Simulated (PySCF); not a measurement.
# Working out the electron affinity of Ga

Ga⁻ [Ar] 3d10 4s2 4p2 (3P) → Ga [Ar] 3d10 4s2 4p1 (2P). Calculation: PySCF 2.14, in x2c-TZVPPall with one added diffuse shell each of s, p, d type (7s6p5d1f, 57 functions); the spin-free X2C one-electron Hamiltonian (Gaussian nucleus). Frozen: [Ne]. Energies in hartree (1 hartree = 27.21139 eV):

| part | Ga⁻ (lower) | Ga (upper) |
| --- | --- | --- |
| UHF | -1942.167391 | -1942.169632 |
| MP2 opposite-spin | -0.234936 | -0.230662 |
| MP2 same-spin | -0.116905 | -0.109704 |

**Question.** What does Hartree-Fock give?

**Answer.** (-1942.169632) − (-1942.167391) = -0.002241 hartree = -0.061 eV.

**Question.** What do MP2 and SCS-MP2 (6/5 opposite-spin, 1/3 same-spin) give?

**Answer.** The opposite-spin parts differ by 0.116 eV and the same-spin parts by 0.196 eV. MP2: -0.061 + (0.116) + (0.196) = 0.251 eV. SCS-MP2: -0.061 + 1.2 × (0.116) + (0.196)/3 = 0.144 eV.

A first-order spin-orbit estimate adds -0.024 eV to MP2 (valence and next inner shell), giving 0.227 eV against 0.301 eV (measured; photodetachment measurements, as compiled on the Wikipedia data page of electron affinities).

What remains against the reference includes basis incompleteness, the frozen core and correlation beyond second order.
